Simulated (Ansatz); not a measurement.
An input meant for dimethylphenylsulfonium 2,4-difluorobenzenesulfonate, `C[S+](C)c1ccccc1.O=S(=O)([O-])c1ccc(F)cc1F` (charge 0, singlet).

```yaml
crystal:
  periodic: [false, false, false]
  atoms:
    - {symbol: C, position_ang: [-0.332087, 2.680218, 0.670197]}
    - {symbol: S, position_ang: [-0.397417, 1.191380, -0.368756]}
    - {symbol: C, position_ang: [0.046374, 1.861093, -1.994398]}
    - {symbol: C, position_ang: [-2.196242, 0.982794, -0.509424]}
    - {symbol: C, position_ang: [-2.671254, -0.133111, 0.201296]}
    - {symbol: C, position_ang: [-4.046804, -0.410706, 0.197704]}
    - {symbol: C, position_ang: [-4.928152, 0.414771, -0.517495]}
    - {symbol: C, position_ang: [-4.440737, 1.525154, -1.228170]}
    - {symbol: C, position_ang: [-3.069204, 1.818437, -1.225035]}
    - {symbol: H, position_ang: [-0.493060, 2.305112, 1.697442]}
    - {symbol: H, position_ang: [0.707702, 3.042845, 0.583933]}
    - {symbol: H, position_ang: [-1.093816, 3.412766, 0.344547]}
    - {symbol: H, position_ang: [1.146041, 1.965820, -1.934215]}
    - {symbol: H, position_ang: [-0.228085, 1.097013, -2.745159]}
    - {symbol: H, position_ang: [-0.446689, 2.827362, -2.208833]}
    - {symbol: H, position_ang: [-1.955020, -0.765164, 0.750474]}
    - {symbol: H, position_ang: [-4.428989, -1.279650, 0.754016]}
    - {symbol: H, position_ang: [-6.006028, 0.192773, -0.523633]}
    - {symbol: H, position_ang: [-5.134393, 2.169405, -1.789445]}
    - {symbol: H, position_ang: [-2.694485, 2.692020, -1.779523]}
    - {symbol: O, position_ang: [0.705364, 0.220845, 2.000303]}
    - {symbol: S, position_ang: [2.089948, 0.413370, 1.436786]}
    - {symbol: O, position_ang: [3.115635, 0.904637, 2.386865]}
    - {symbol: O, position_ang: [2.057713, 1.193186, 0.120939]}
    - {symbol: C, position_ang: [2.635947, -1.248025, 0.947035]}
    - {symbol: C, position_ang: [3.842839, -1.743634, 1.462659]}
    - {symbol: C, position_ang: [4.312945, -3.018341, 1.117943]}
    - {symbol: C, position_ang: [3.549294, -3.796833, 0.240433]}
    - {symbol: F, position_ang: [3.980498, -5.023548, -0.105890]}
    - {symbol: C, position_ang: [2.338355, -3.336771, -0.293395]}
    - {symbol: C, position_ang: [1.898319, -2.060995, 0.071952]}
    - {symbol: F, position_ang: [0.729854, -1.629175, -0.447659]}
    - {symbol: H, position_ang: [4.400174, -1.088383, 2.148831]}
    - {symbol: H, position_ang: [5.256509, -3.416305, 1.516713]}
    - {symbol: H, position_ang: [1.748950, -3.960351, -0.979050]}
basis:
  gaussian: {orbitals: STO-3G}
magnetization: {spin_polarized: true, initial_magnetization: 1}
hamiltonian: {xc: {name: r2SCAN}, pseudopotentials: {relativity: scalar}}
output: {forces: true}
```

```sh
$ ansatz run in.yaml --threads 2 --pin off --events-out ev --progress --plain --max-ram 32768MiB --backend cuda --devices 0, --max-vram 18GiB
```

It prints (some lines left out):

```
Error: a molecule whose nuclei and cores have a total charge of 172 cannot have a net charge of 0 together with 1 unpaired electrons
```

Question: What is wrong with this run?

Answer: The number of unpaired electrons doesn't fit the electron count. The input was rejected before any iteration.
